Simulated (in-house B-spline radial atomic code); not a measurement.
The numbers below are computed, except where a source is named.
# Correlation energy from the adiabatic connection: −Z/r, Z = 2.85

Two electrons in a singlet, external potential −Z/r, Z = 2.85 (atomic units). Full CI in B-splines (partial waves to l = 8, correlation up to 0.6 % small) with the density held fixed gives W(λ) = <V_ee>_λ − U, and E_c is the integral of W(λ) − W(0) from 0 to 1.

| λ | W(λ) − W(0) (hartree) |
| --- | --- |
| 0 | 0.00000 |
| 0.02 | -0.00189 |
| 0.05 | -0.00471 |
| 0.12 | -0.01119 |
| 0.25 | -0.02287 |
| 0.4 | -0.03583 |
| 0.6 | -0.05228 |
| 0.8 | -0.06785 |
| 1 | -0.08261 |

(1) Integrate the table by the trapezoid rule.

(2) Now use only three numbers: W(0) = -1.5571, the initial slope W'(0) = -0.09487 (extrapolated from the first points) and the strong-coupling limit of the point-charge-plus-continuum model, W∞ = -2.2166. What do second-order theory and the interpolation W(λ) = W∞ + (W(0) − W∞)/√(1 + 2χλ) of Seidl, Perdew and Levy give?

Answers

(1) The strips give -0.00002, -0.00010, -0.00056, -0.00221, -0.00440, -0.00881, -0.01201, -0.01505, which sum to -0.04316 hartree. The direct value, W(1) − W(0) + T_c with T_c = 0.03940, is -0.04321; the curve is convex, so chords lie above it and the trapezoids fall short in size by 0.12 %.

(2) Second order keeps the slope alone: E_c = W'(0)/2 = -0.04743, +10 % in size against -0.04321. Matching the slope fixes χ = W'(0)/(W∞ − W(0)) = -0.09487/(-0.65950) = 0.14385. Integrating, with s = √(1 + 2χ) = 1.134770, E_c = −(W(0) − W∞)(s − 1)/(s + 1) = −0.65950 × 0.134770/2.134770 = -0.04163 hartree, -3.7 % in size against the full result. At λ = 1 the formula gives W − W(0) = -0.07832 against -0.08261. Part of the miss can come from the model's W∞.
